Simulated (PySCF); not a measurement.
# Structure elucidation problem

The spectra below were simulated for a compound C10H10O.

1H NMR (600 MHz, computed): δ 8.44 (m, 1H), 7.54 (m, 1H), 7.46 (m, 1H), 7.32 (m, 1H), 2.82 (ddt, J = 8.9, 4.7, 1.0 Hz, 2H), 2.46 (dd, J = 10.2, 4.5 Hz, 2H), 1.91 (ddt, J = 10.2, 8.9, 4.6 Hz, 2H).

13C{1H} NMR (computed): δ 198.5 (C), 148.9 (C), 139.0 (CH), 135.9 (C), 134.7 (CH), 133.5 (CH), 131.9 (CH), 41.1 (CH2), 32.3 (CH2), 25.6 (CH2).

Fast rotation and ring inversion assumed for equivalent nuclei, non-relativistic, no solvent, single conformer. Shielding tensors at PBE0/pcSseg-1 (GIAO); structure optimised with PBE0-D3(BJ)/def2-SVP; J: B3LYP/pcJ-1 (without the spin–dipole term); PySCF 2.14.0 with density-fitted response routines.

Shifts are taken against calculated references (same method and geometry level): 1H (σ = 31.27 ppm) and 13C (σ = 184.41 ppm) against TMS.

Q: Which of these isomers gave the spectra?
A. O=C(c1ccccc1)C1CC1
B. C=Cc1ccc(C(C)=O)cc1
C. O=C1CCCc2ccccc21

A: C. 

- The formula gives 6 degrees of unsaturation (2 rings in the answer).
- 10 carbon signals for 10 carbons: no two carbons are equivalent.
- Carbon types of the structure: 3 × C, 4 × CH, 3 × CH2, which accounts for all hydrogens.
- δC 198.5: ketone carbonyl carbon; low-lying n→π* states of the double bond to the heteroatom give a large paramagnetic term (-258 ppm).
- δC 148.9, 135.9: substituted aromatic carbon.
- δC 139.0, 134.7, 133.5, 131.9: aromatic CH; the aromatic region.
- δC 25.6: sp3 CH2 in a ring; saturated and bonded to C and H only.
- δH 2.46: hydrogen on an sp3 CH2 α to a carbonyl; α to C=O.
- The protons at 2.46 and 1.91 share a coupling of 10.2 Hz (vicinal).
- The protons at 1.91 and 2.82 share a coupling of 8.9 Hz (vicinal).
- The protons at 1.91 and 2.82 share a coupling of 4.7 Hz (vicinal).
- The protons at 2.46 and 1.91 share a coupling of 4.5 Hz (vicinal).

The others: O=C(c1ccccc1)C1CC1 would give 7 carbon signals, not 10; C=Cc1ccc(C(C)=O)cc1 would give 8 carbon signals, not 10.

Multiplet labels drop couplings under 1 Hz and merge nearly equal ones. Unscaled 3J(H,H) at this level run about 10 % above measured values. Shifts are as computed. Against solution values, carbons near 30 ppm lie about +2 ppm off and those near 130 ppm about +5 ppm (rms about the fit 1.9 ppm; single classes can miss by 10 ppm). Of 1328 compounds with measured shifts, 309 miss one by over three times the rms of a fit or turn the order of signals round; such compounds aren't used in these exercises. Signals without a measured value on file couldn't be tested in this way; 1H shifts scatter by 0.2 ppm about their fit, and single ones miss by 0.5 ppm.
